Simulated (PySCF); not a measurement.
TaOF3, SMILES [O]=[Ta]([F])([F])[F], multiplicity 1.

Coordinates come from a B3LYP-D3(BJ)/def2-SVP optimisation. The multiplicity is an assumed one; other spin states were not compared. The isomer is the one that the SMILES or the coordinates give; other isomers of the formula were not compared. The def2 effective core potentials stand for the cores of Ta; spin–orbit coupling is left out.

All values below come from M06-2X/def2-TZVP run with PySCF.

Isolated molecule, no solvent.

```yaml
total_energy: -431.98518 hartree
point_group: C3v
highest_occupied_level: -12.04 eV
lowest_empty_level: -0.92 eV
orbital_gap: 11.12 eV
dipole_moment: 1.87 D
quadrupole, principal values (traceless, Buckingham form, about the centre of nuclear charge): -0.96, 0.48, 0.48 D·Å
mean_static_polarisability: 34.0 bohr³ (5.03 Å³)
polarisability_principal_values: 31.7, 31.7, 38.6 bohr³
```
